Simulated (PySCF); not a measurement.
**A computed series [M(SH)3(NH3)]+**

Computed with PySCF 2.14.0, PBE0, def2-SVP on the ligands, density fitting, scalar-relativistic core potentials, no spin-orbit coupling, vacuum. Each member is relaxed from one template within its symmetry. Distances are means of the shortest metal–ligand contacts, charges and spins Mulliken's; removal energies are rigid, with the ligand's formal charge and no counterpoise, so too large; for an anion taken off a cation in vacuum most of it is the attraction of opposite charges, and multiply charged cations can part far more cheaply with an electron moved from ligand to metal. lcecp potentials hold a fixed number of 4f electrons in the core, out of states, spins and gaps.

```
metal      basis on the metal    point group  M–SH (Å)  M–NH3 (Å)  charge on M (e)  removal of one SH (eV)  unstable modes (below −25 cm⁻¹)
   Pr  lcecp-2-SVP with ECP47  C1, nearly C3     2.533      2.477             0.87                   13.93                        not given
   Tb  lcecp-2-SVP with ECP53             C1     2.452      2.368             0.80                   14.35                        not given
   Dy  lcecp-2-SVP with ECP54  C1, nearly C3     2.443      2.364             0.72                   14.39                        not given
   Pb     def2-SVP with ECP60             C1     2.469      2.414             0.66                   14.51                        not given
```

Q: What does the calculation give for Nd, lcecp-2-SVP with ECP48?

A: point group: C1, M–SH (Å): 2.517, M–NH3 (Å): 2.452, charge on M (e): 0.90, removal of one SH (eV): 14.01, unstable modes (below −25 cm⁻¹): not given.
```xyz
11

Nd   -0.0694   -0.1854    0.2408
S     0.9711    1.5572    1.7278
H     2.1892    1.6297    1.1308
S    -2.0867   -1.4114    1.1137
H    -2.2849   -0.6749    2.2382
S     1.4012   -1.3533   -1.4360
H     0.6173   -2.4388   -1.6641
N    -1.2180    1.3260   -1.3118
H    -1.8016    2.0262   -0.8402
H    -0.5702    1.8597   -1.9024
H    -1.8445    0.8378   -1.9618
```

From Pr to Dy the M–SH distance shrinks by 0.09 Å, the lanthanide contraction, and the energy to remove one SH rises by 0.46 eV.

One start shape was tried for each, so a minimum needn't be the lowest isomer. Oxidation states forced by the potential, rare, strongly oxidising or of another configuration in reality: [Pr(SH)3(NH3)]+, [Nd(SH)3(NH3)]+, [Tb(SH)3(NH3)]+, [Dy(SH)3(NH3)]+.
